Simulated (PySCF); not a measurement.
CH4S, charge +1, doublet, geometry from GFN2-xTB (a state made from the parent by changing its charge; the spin is typed, not shown lowest). Base run: HF/def2-SVP (PySCF).

Input for PySCF:
```python
from pyscf import gto, scf, solvent

mol = gto.Mole()
mol.atom = '''
    C    -0.073882    1.119810    0.010353
    S    -0.041344   -0.650098   -0.006703
    H     1.309198   -0.804870    0.002888
    H    -1.108580    1.459369    0.005168
    H     0.444890    1.505535    0.894568
    H     0.459297    1.522683   -0.857495
'''
mol.basis = 'def2-svp'
mol.charge = 1
mol.spin = 1
mol.verbose = 3
mol.build()

mf = scf.UHF(mol)
mf.kernel()
```

Variants of this job, named by their change:

```
change                                                          ΔE vs base (kJ/mol)
--------------------------------------------------------------  -------------------
base                                                                           0.00
model = ddCOSMO; solvent = tetrahydrofuran                                   -236.1
model = C-PCM; solvent = tetrahydrofuran                                     -250.8
model = IEF-PCM; solvent = tetrahydrofuran; lebedev_order = 41               -250.5
model = IEF-PCM; solvent = dimethylsulfoxide                                 -283.8
model = IEF-PCM; solvent = tetrahydrofuran                                   -250.3
model = IEF-PCM; solvent = tetrahydrofuran; vdw_scale = 1.1                  -273.4
model = IEF-PCM; solvent = acetonitrile                                      -281.8
model = IEF-PCM; solvent = tetrahydrofuran; vdw_scale = 1.4                  -217.6
model = IEF-PCM; solvent = methanol                                          -281.0
model = SS(V)PE; solvent = tetrahydrofuran                                   -240.7
model = IEF-PCM; solvent = tetrahydrofuran; r_probe = 0.5                    -202.1
```

The base is the gas phase, so ΔE is the electrostatic part of solvation at a fixed geometry, without cavity and dispersion terms.

Open shells are given as the SCF converged; they aren't shown to be the lowest states, and a large step between rows can be another state.
